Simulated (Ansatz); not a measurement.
Basis-set extrapolation for `CC(Cl)[SiH2]O` (PBE0-D4/def2-TZVP geometry, frozen core, Ansatz). Multiplicity 1, RHF reference.

```json
{"": "HF", "def2-TZVPP": "-903.250212", "def2-QZVPP": "-903.279694"}
{"": "MP2 correlation", "def2-TZVPP": "-0.905916", "def2-QZVPP": "-0.977303"}
{"": "CCSD(T) correlation", "def2-TZVPP": "-0.996502", "def2-QZVPP": "not run"}
```

Energies in hartree. Use E(X) = E(∞) + A·exp(−7.88·√X) for Hartree–Fock and E(X) = E(∞) + B·X^(−2.97) for correlation, with X = 3 and 4, and add CCSD(T) minus MP2 of the smaller set to the MP2 limit.

**Question.** What is the CCSD(T) energy at the basis-set limit?

**Answer.** HF limit: -903.279694 + (-0.029482) × 0.13774 = -903.28375. MP2 limit: -0.977303 + (-0.071387) × 0.74074 = -1.03018. Higher-order term: -0.996502 − (-0.905916) = -0.09059. Total: -904.40452 hartree, 4.29 eV below CCSD(T)/def2-TZVPP.
